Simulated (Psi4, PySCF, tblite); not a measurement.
Approach curve of the dimer H2 ··· Br- (SMILES [H][H] and [Br-]) (charge -1). Monomers: optimised at B3LYP-D3(BJ) (def2-TZVP), held rigid. Orientation: lowest of the rigid-body minima from ten starts at GFN2-xTB. The monomers approach along the line of their centres of mass (distance R); nothing else relaxes.

Methods: RHF/6-31G* = restricted Hartree-Fock/6-31G*, spherical d, no counterpoise correction run with PySCF; RKS-B3LYP/6-31G* = restricted B3LYP/6-31G*, spherical d, no counterpoise correction in PySCF 2.14.0; GFN2-xTB (tblite); CCSD(T)/aug-cc-pVDZ = DF-CCSD(T)/aug-cc-pVDZ, frozen core, counterpoise-corrected (Psi4).

Interaction energies in kcal/mol; the last columns give the difference from CCSD(T):

```csv
R / Å,RHF/6-31G*,RKS-B3LYP/6-31G*,GFN2-xTB,CCSD(T)/aug-cc-pVDZ,RHF/6-31G* − CCSD(T)/aug-cc-pVDZ,RKS-B3LYP/6-31G* − CCSD(T)/aug-cc-pVDZ,GFN2-xTB − CCSD(T)/aug-cc-pVDZ
2.60,5.04,1.46,1.87,3.74,1.30,-2.28,-1.87
2.86,0.95,-1.35,-0.21,0.25,0.70,-1.61,-0.47
3.01,-0.20,-2.01,-0.56,-0.71,0.51,-1.30,0.15
3.23,-1.04,-2.33,-0.67,-1.38,0.34,-0.96,0.70
3.47,-1.34,-2.24,-0.62,-1.55,0.22,-0.69,0.93
3.60,-1.36,-2.11,-0.58,-1.53,0.17,-0.58,0.95
3.92,-1.23,-1.68,-0.48,-1.33,0.09,-0.36,0.84
4.27,-0.99,-1.22,-0.40,-1.06,0.06,-0.17,0.65
4.72,-0.70,-0.77,-0.32,-0.76,0.07,-0.01,0.44
5.41,-0.40,-0.40,-0.22,-0.47,0.07,0.08,0.25
6.43,-0.21,-0.20,-0.14,-0.25,0.05,0.05,0.12
7.70,-0.11,-0.11,-0.08,-0.13,0.02,0.03,0.05
```

RHF/6-31G* is furthest from CCSD(T)/aug-cc-pVDZ at 2.60 (1.30 kcal/mol, above); its mean absolute difference over the points is 0.30 kcal/mol.

RKS-B3LYP/6-31G* is furthest from CCSD(T)/aug-cc-pVDZ at 2.60 (-2.28 kcal/mol, below); its mean absolute difference over the points is 0.67 kcal/mol.

GFN2-xTB is furthest from CCSD(T)/aug-cc-pVDZ at 2.60 (-1.87 kcal/mol, below); its mean absolute difference over the points is 0.62 kcal/mol.
